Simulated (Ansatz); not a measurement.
Ansatz (a quantum-chemistry and plane-wave program) input:

Ansatz 0.2 input:
```yaml
crystal:
  periodic: [false, false, false]
  atoms:
    - {symbol: Co, position_ang: [-0.00000000, -0.00000000, -0.37097902]}
    - {symbol: O, position_ang: [0.00000000, 0.00000000, 1.25205421]}
basis:
  gaussian:
    orbitals: def2-SVPD
magnetization: {spin_polarized: true, initial_magnetization: 3}
correlation: {method: ccsd_t, electrons: outside_noble_gas}
```

What final total energy does it print?

-1456.34240 Eh (CCSD(T)/def2-SVPD). The basis has 57 functions.

The spin state was set by rule; other spins were not relaxed.

The program attaches cautions to this result: large difference.
